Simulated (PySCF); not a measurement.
C4H5NO, SMILES C1OCC=CN=1.

Geometry: B3LYP-D3(BJ)/def2-SVP. The geometry has at least one imaginary mode, so it is a saddle point at that level. Other conformers were not sampled.

Two levels are set side by side: PBE/def2-TZVP (PySCF) and r2SCAN/def2-TZVP (PySCF). Same geometry, gas phase. Differences are taken from unrounded values.

```json
[
 {"quantity": "orbital gap (eV)", "r2SCAN": "3.79"},
 {"quantity": "highest occupied level (eV)", "r2SCAN": "-5.53"},
 {"quantity": "lowest empty level (eV)", "r2SCAN": "-1.74"},
 {"quantity": "dipole moment (D)", "r2SCAN": "2.12"},
 {"quantity": "mean polarisability (bohr³)", "r2SCAN": "54.7"}
]
```

What does PBE give, and how far is it from r2SCAN? (The exact figures need the calculation; the answer reports its results.)


```csv
quantity,PBE,PBE minus r2SCAN
orbital gap (eV),3.45,-0.34
highest occupied level (eV),-5.37,0.16
lowest empty level (eV),-1.92,-0.18
dipole moment (D),2.11,-0.01
mean polarisability (bohr³),55.6,0.9
```

Rough cost on one machine, each run with all the roots and properties that it gave: r2SCAN against PBE about 4 times.
